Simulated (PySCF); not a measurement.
## Orbital picture of CuF⁺

r²SCAN0 at R = 1.694 Å; basis Cu def2-TZVPPD, F def2-TZVPPD; no relativity; PySCF 2.14. State: ²Σ⁺ (doublet), unpaired electrons σ ↑. Only the outer orbitals are listed, counted within each symmetry.

```
spin  orbital  occ.  ε (eV)  on Cu (%)           main shells (%)
   α       8σ     1  -23.11         78           78 Cu d, 19 F p
   α       3π     1  -21.54         91            91 Cu d, 9 F p
   α       3π     1  -21.54         91            91 Cu d, 9 F p
   α       1δ     1  -20.70        100                  100 Cu d
   α       1δ     1  -20.70        100                  100 Cu d
   α       9σ     1  -18.97         28           71 F p, 19 Cu d
   α       4π     1  -17.80         11           89 F p, 10 Cu d
   α       4π     1  -17.80         11           89 F p, 10 Cu d
   α      10σ     0  -10.55        102          90 Cu s, 12 Cu p
   α       5π     0   -5.85        103                  101 Cu p
   α       5π     0   -5.85        103                  101 Cu p
   β       3π     1  -21.25         90            90 Cu d, 9 F p
   β       3π     1  -21.25         90            90 Cu d, 9 F p
   β       1δ     1  -19.96        100                  100 Cu d
   β       1δ     1  -19.95        100                  100 Cu d
   β       8σ     1  -19.25         38           59 F p, 33 Cu d
   β       4π     1  -17.53         11           89 F p, 10 Cu d
   β       4π     1  -17.53         11           89 F p, 10 Cu d
   β       9σ     0  -12.98         75  60 Cu d, 24 F p, 14 Cu s
   β      10σ     0  -10.13         96          76 Cu s, 16 Cu p
   β       5π     0   -5.64        102                  100 Cu p
```

**Question.** Which are the highest filled and the lowest empty level, where do they sit, and how wide is the gap?

**Answer.** Highest filled β 4π at -17.53 eV (in %: 89 F p, 10 Cu d); lowest empty β 9σ at -12.98 eV (in %: 60 Cu d, 24 F p, 14 Cu s); the gap at r²SCAN0 is 4.55 eV.

* bond order (Mayer): 0.76
* ⟨S²⟩: 0.753
* charge on Cu (Mulliken, basis-dependent): 1.45
* charge on Cu (Löwdin, basis-dependent): 1.27
* dipole moment (positive dipole points towards F; it is taken about the centre of mass and depends on that origin): -5.16 D

Shares are Mulliken populations and can fall outside 0 to 100 %.

With d or f electrons several states lie close, and the lowest PBE0 determinant need not be the measured ground state.
